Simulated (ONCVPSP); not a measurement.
# An all-electron radial function and its pseudo partner (Al (Z = 13))

Columns: radius, all-electron u(r) and pseudo u(r) of the 2s shell (level -128.77 eV) of aluminium in the configuration [He] 2s2 2p6 3s1; PBE, scalar-relativistic, ONCV scheme, ONCVPSP 4.0.1.

```
r (bohr)  all-electron  pseudo
   0.060       -0.5997  0.2435
   0.120       -0.3466  0.4762
   0.180        0.1237  0.6885
   0.240        0.5693  0.8721
   0.300        0.9106  1.0204
   0.360        1.1374  1.1300
   0.420        1.2630  1.1996
   0.480        1.3095  1.2304
   0.540        1.2989  1.2264
   0.600        1.2493  1.1927
   0.660        1.1747  1.1354
   0.720        1.0861  1.0614
   0.780        0.9909  0.9769
   0.840        0.8947  0.8875
   0.900        0.8010  0.7977
   0.960        0.7121  0.7108
   1.020        0.6294  0.6290
   1.080        0.5537  0.5535
   1.140        0.4850  0.4849
   1.200        0.4233  0.4233
   1.260        0.3683  0.3683
   1.320        0.3196  0.3196
   1.380        0.2766  0.2766
   1.440        0.2389  0.2389
   1.500        0.2059  0.2059
   1.560        0.1772  0.1772
```

(1) How many radial nodes do the two functions have?

(2) At about which radius was the pseudo-wave matched?

(3) Where does each function peak?

(4) Is the pseudo-wave norm-conserving?

Answers

(1) The all-electron 2s function has n − l − 1 = 1; the pseudo-wave has 0, since the states of the same l below it are removed with the core.

(2) 1.20 bohr. The columns agree to 0.0005 from 1.02 bohr on; several derivatives are matched, so the curves merge somewhat inside the radius.

(3) Outermost all-electron maximum near 0.48 bohr, pseudo maximum near 0.48 bohr (to the table’s step).

(4) Yes: the ONCV scheme keeps the norm inside the radius equal to the all-electron one, which fixes the energy derivative of the logarithmic derivative at the level.
